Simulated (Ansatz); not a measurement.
Reaction R1 → P1 + P2, each structure at its B3LYP-D3(BJ)/def2-TZVP stationary point, reached from a drawn start (curvature not checked).
R1, F2OTi (SMILES [O]=[Ti]([F])[F]) (charge 0, multiplicity 1):
```xyz
4

Ti    -0.0051    -0.0002    -0.0504
O      1.5987    -0.0088     0.0093
F     -0.7878     1.6185     0.0138
F     -0.8057    -1.6095     0.0275
```
P1, FOTi (SMILES [O]=[Ti][F]) (charge 0, multiplicity 2):
```xyz
3

Ti     0.067     0.005    -0.548
O      1.490    -0.006     0.238
F     -1.557     0.001     0.310
```
P2: F atom, charge 0, multiplicity 2.

P less R. No zero-point or thermal terms; singlets are restricted closed shells; open shells are unrestricted; no spin–orbit coupling. The spin states of the d-block species are the ones drawn and need not be the lowest.

Cores are frozen in the correlated methods. CBS: X⁻³ extrapolation of the correlation energy, Hartree–Fock from the larger set.

The values were computed with Ansatz (Gaussian basis) for Hartree–Fock, density functionals and correlated methods. No computed number here is a measurement.

| level | reaction energy (eV) |
|---|---|
| SVWN5/def2-TZVPP | 7.486 |
| PBE0/def2-TZVPP | 6.151 |
| wB97X-V/def2-TZVPP | 6.258 |
| wB97M-V/def2-TZVPP | 6.218 |
| MP2/def2-TZVPP | 6.956 |
| SCS-MP2/def2-SVP | 6.602 |
| CCSD/def2-TZVPP | 5.994 |
| CCSD(T)/def2-QZVPP | (withheld) |
| CCSD(T)/CBS(def2-TZVPP, def2-QZVPP) | (withheld) |

Task: Complete the blanks.

Result: 
- CCSD(T)/def2-QZVPP, reaction energy (eV): 6.392
- CCSD(T)/CBS(def2-TZVPP, def2-QZVPP), reaction energy (eV): 6.431

Ansatz is an electronic-structure program.
